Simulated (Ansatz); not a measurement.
Q: Name a neutral molecule of F, O, W with HOMO energy (B3LYP/def2-TZVPP) between -11.40 and -11.10 eV and HOMO–LUMO gap (PBE0/def2-TZVPP) between 7.50 and 7.80 eV (Ansatz, PBE0-D4/def2-TZVP geometry).

A: `[O]=[W]([F])([F])([F])[F]` (-11.37 eV, 7.68 eV). Other molecules can fit too; these were computed, each in one conformer that needn't be the lowest.

B3LYP here is the variant with VWN-RPA as its local correlation; programs differ in this.
